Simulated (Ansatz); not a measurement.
Ideal-gas functions of GeH$_{4}$S$_{4}$, SMILES `[SH][Ge]([SH])([SH])[SH]` at 298.15 K and 1 bar, from an Ansatz frequency run at PBE0-D4/def2-TZVP.

Molar mass 204.91 g/mol, point group S4 (symmetry number 2), electronic degeneracy 1, moments of inertia 425.674, 425.712, 462.861 u Å². Harmonic wavenumbers (cm⁻¹, unscaled): 67, 109, 137, 137, 145, 193, 193, 194, 232, 361, 417, 423, 423, 710, 747, 747, 762, 2703, 2703, 2703, 2704.

Use S(trans) = R[1.5 ln M + 2.5 ln T − 1.1517]; rotational temperatures θ = 24.2544 K / I; S(rot) = R[ln(√π/σ · √(T³/θAθBθC)) + 1.5]; for each mode x = 1.438777 ν̃/T, S = R[x/(eˣ − 1) − ln(1 − e⁻ˣ)] and H = RT x/(eˣ − 1); 1 cm⁻¹ = 0.0119627 kJ/mol; R = 8.31446 J/(mol·K).

Question: By hand: the entropy, in J/(mol·K).

Answer: Translation 175.2. Rotation: θ = 0.057, 0.057, 0.0524 K, giving 118.6. Vibration, mode by mode: 17.74, 13.75, 11.90, 11.90, 11.45, 9.20, 9.20, 9.16, 7.80, 4.68, 3.77, 3.69, 3.69, 1.23, 1.07, 1.07, 1.01, 0.00, 0.00, 0.00, 0.00, in all 122.3. Electronic 0.0. Sum 416.1 J/(mol·K).

Question: By hand: H − E and G − E in kJ/mol, counted from the electronic energy.

Answer: Zero-point energy ½ × 16810 × 0.0119627 = 100.5; thermal vibration 19.3; translation, rotation and pV give 4 RT = 9.9. H − E = 129.7 kJ/mol, and G − E = 129.7 − 298.15 × 416.1/1000 = 5.6 kJ/mol.

Vibration gives 29 % of the entropy, 66.8 J/(mol·K) of it from the modes under 150 cm⁻¹: soft modes count most, and the harmonic formula is weakest for them. The sum counts one conformer and one mirror image; others add a mixing term.
